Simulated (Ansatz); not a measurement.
F$_{2}$HOSb (`[OH][Sb]([F])[F]`). The species carries charge 0 and has multiplicity 1. Sb: def2 effective core potential.

**Question.** List the harmonic frequencies (cm⁻¹, unscaled) at PBE0-D4/def2-TZVP in Ansatz. (Best estimate.)

**Answer.** Computed: 160, 210, 239, 294, 620, 634, 670, 842, 3850.

**Question.** Is this a minimum?

**Answer.** Yes, all 9 modes are real.

**Question.** Give the ideal-gas thermochemistry at 298.15 K and 1 bar (rigid rotor, harmonic oscillator; point group Cs, symmetry number 1).

**Answer.** Zero-point energy 45.0 kJ/mol; H(298) − E = 61.7 kJ/mol; entropy 320.3 J/(mol·K), of which translation 173.4, rotation 108.5, vibration 38.5; G(298) − E = -33.8 kJ/mol.

**Question.** Rotational constants (cm⁻¹)?

**Answer.** 0.1513, 0.149, 0.1164.
